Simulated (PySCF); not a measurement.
C4H11O2, charge +1, singlet, geometry from GFN2-xTB, with bond 13-4 at 2.2 times its length; B3LYP/STO-3G run with PySCF.

The PySCF input:
```python
from pyscf import gto, scf, dft

mol = gto.Mole()
mol.atom = '''
    C    -2.15155968   -1.05435310   -0.18700047
    O    -1.03706568   -0.60282853    0.56491278
    C    -0.74096859    0.75977972    0.44396047
    C     0.32326333    1.03534935   -0.63017207
    O     1.64623900    0.69231972   -0.08650531
    C     1.87356508   -0.73366169    0.08883428
    H    -3.06051875   -0.52494889    0.10758144
    H    -2.25908821   -2.11062448    0.04540578
    H    -1.99283928   -0.93152040   -1.26253072
    H    -0.35610810    1.09864137    1.41167953
    H    -1.63596451    1.34445172    0.20391310
    H     0.35300515    2.09951916   -0.86576621
    H    -0.10058946   -0.25655449   -2.61457596
    H     2.34477065    1.05032971   -0.67154185
    H     2.80548219   -0.85117473    0.63889335
    H     1.04210989   -1.13125798    0.67311258
    H     1.92936068   -1.25015116   -0.86956641
'''
mol.basis = 'sto-3g'
mol.charge = 1
mol.verbose = 4
mol.build()

mf = dft.RKS(mol)
mf.xc = 'b3lyp'
mf.kernel()
mo_i, mo_e, stable_i, stable_e = mf.stability(internal=True, external=True, return_status=True, nroots=6, tol=1e-6)
print('internally stable:', stable_i, ' externally stable:', stable_e)
if not stable_e:
    umf = mf.to_uhf() if not hasattr(mf, 'xc') else mf.to_uks()
    umf.scf_summary = {}
    umf.kernel(umf.make_rdm1(mo_e, umf.mo_occ))
mf.analyze()
```

Question: Write the output that PySCF gives for this input, abridged.

Answer: 
```
PySCF version 2.14.0

[INPUT] verbose = 4
[INPUT] num. atoms = 17
[INPUT] num. electrons = 50
[INPUT] charge = 1
[INPUT] spin (= nelec alpha-beta = 2S) = 0
[INPUT] symmetry False subgroup None
[INPUT] Mole.unit = angstrom
[INPUT] Symbol           X                Y                Z      unit          X                Y                Z       unit  Magmom
[...]
nuclear repulsion = 271.21179688991
number of shells = 29
number of NR pGTOs = 123
number of NR cGTOs = 41
basis = sto-3g
ecp = {}

******** <class 'pyscf.dft.rks.RKS'> ********
method = RKS
initial guess = minao
damping factor = 0
level_shift factor = 0
DIIS = <class 'pyscf.scf.diis.CDIIS'>
diis_start_cycle = 1
diis_space = 8
diis_damp = 0
SCF conv_tol = 1e-09
SCF conv_tol_grad = None
SCF max_cycles = 50
direct_scf = True
direct_scf_tol = 1e-13
XC library pyscf.dft.libxc version 7.1.2
    S. Lehtola, C. Steigemann, M. J. T. Oliveira, and M. A. L. Marques,  SoftwareX 7, 1–5 (2018)
XC functionals = b3lyp
    P. J. Stephens, F. J. Devlin, C. F. Chabalowski, and M. J. Frisch,  J. Phys. Chem. 98, 11623 (1994)
radial grids:
    Treutler-Ahlrichs [JCP 102, 346 (1995); DOI:10.1063/1.469408] (M4) radial grids

becke partition: Becke, JCP 88, 2547 (1988); DOI:10.1063/1.454033
pruning grids: <function nwchem_prune>
grids dens level: 3
symmetrized grids: False
atomic radii adjust function: <function treutler_atomic_radii_adjust>
small_rho_cutoff = 0
Set gradient conv threshold to 3.16228e-05
Initial guess from minao.
tot grids = 192528
init E= -305.870611753986
cycle= 1 E= -304.934961038568  delta_E= 0.936  |g|= 0.519  |ddm|=  4.8
cycle= 2 E= -303.257109930138  delta_E= 1.68  |g|=  1.7  |ddm|= 3.42
cycle= 3 E= -304.817431694751  delta_E= -1.56  |g|= 0.459  |ddm|= 3.15
cycle= 4 E= -305.005061214007  delta_E= -0.188  |g|= 0.285  |ddm|= 1.53
cycle= 5 E= -305.025866536598  delta_E= -0.0208  |g|= 0.152  |ddm|= 0.223
cycle= 6 E= -305.027480330555  delta_E= -0.00161  |g|= 0.12  |ddm|= 0.167
cycle= 7 E= -305.031874280694  delta_E= -0.00439  |g|= 0.0718  |ddm|= 0.0876
cycle= 8 E= -305.032390639538  delta_E= -0.000516  |g|= 0.0615  |ddm|= 0.0263
cycle= 9 E= -305.033296419943  delta_E= -0.000906  |g|= 0.0436  |ddm|= 0.0315
cycle= 10 E= -305.034197018749  delta_E= -0.000901  |g|= 0.00857  |ddm|= 0.0606
cycle= 11 E= -305.034224933715  delta_E= -2.79e-05  |g|= 0.0036  |ddm|= 0.0215
cycle= 12 E= -305.034231926958  delta_E= -6.99e-06  |g|= 0.000234  |ddm|= 0.00697
[...]
converged SCF energy = -305.034232235428
<class 'pyscf.dft.rks.RKS'> wavefunction is stable in the internal stability analysis
<class 'pyscf.dft.rks.RKS'> wavefunction is stable in the real -> complex stability analysis
<class 'pyscf.dft.rks.RKS'> wavefunction has an RHF/RKS -> UHF/UKS instability
internally stable: True  externally stable: False
[...]
cycle= 3 E= -305.030813811242  delta_E= -0.833  |g|= 0.0467  |ddm|= 1.67
cycle= 4 E= -305.010556215142  delta_E= 0.0203  |g|= 0.15  |ddm|= 0.399
cycle= 5 E= -305.030395787783  delta_E= -0.0198  |g|= 0.0681  |ddm|= 0.163
cycle= 6 E= -305.032677171767  delta_E= -0.00228  |g|= 0.0565  |ddm|= 0.0624
cycle= 7 E= -305.029753520681  delta_E= 0.00292  |g|= 0.0697  |ddm|= 0.0916
cycle= 8 E= -305.031018745557  delta_E= -0.00127  |g|= 0.0562  |ddm|= 0.0734
cycle= 9 E= -305.033783609257  delta_E= -0.00276  |g|= 0.0215  |ddm|= 0.0617
cycle= 10 E= -305.034234253764  delta_E= -0.000451  |g|= 0.000989  |ddm|= 0.0411
cycle= 11 E= -305.034232008959  delta_E= 2.24e-06  |g|= 0.000296  |ddm|= 0.00742
cycle= 12 E= -305.034232124137  delta_E= -1.15e-07  |g|= 0.000123  |ddm|= 0.000942
cycle= 13 E= -305.034232196242  delta_E= -7.21e-08  |g|= 3.77e-05  |ddm|= 0.00131
cycle= 14 E= -305.034232223355  delta_E= -2.71e-08  |g|= 2.93e-05  |ddm|= 0.00104
cycle= 15 E= -305.034232234433  delta_E= -1.11e-08  |g|= 1.23e-05  |ddm|= 0.000899
cycle= 16 E= -305.034232235259  delta_E= -8.26e-10  |g|= 5.68e-06  |ddm|= 0.000288
Extra cycle  E= -305.034232235166  delta_E= 9.22e-11  |g|= 1.44e-05  |ddm|= 5.44e-05
converged SCF energy = -305.034232235166  <S^2> = 3.0453755e-09  2S+1 = 1
**** SCF Summaries ****
Total Energy =                        -305.034232235428192
Nuclear Repulsion Energy =             271.211796889909863
One-electron Energy =                 -942.508177140649991
Two-electron Energy =                  366.262148015311936
Two-electron Coulomb Energy =          408.762998699903335
DFT Exchange-Correlation Energy =      -42.500850684591413
**** MO energy ****
[...]
 ** Mulliken pop on meta-lowdin orthogonal AOs  **
 ** Mulliken pop  **
 ** Mulliken atomic charges  **
charge of    0C =     -0.04932
charge of    1O =     -0.14063
charge of    2C =     -0.00421
charge of    3C =      0.02573
charge of    4O =      0.08034
charge of    5C =     -0.02355
charge of    6H =      0.05916
charge of    7H =      0.07541
charge of    8H =      0.04365
charge of    9H =      0.07831
charge of   10H =      0.07945
charge of   11H =      0.08405
charge of   12H =      0.08525
charge of   13H =      0.28132
charge of   14H =      0.10624
charge of   15H =      0.12270
charge of   16H =      0.09611

WARN: System has nonzero charge 1; the dipole moment is origin-dependent.
Location of origin: [0. 0. 0.]

Dipole moment(X, Y, Z, Debye):  5.13406,  1.89651, -2.80259
```
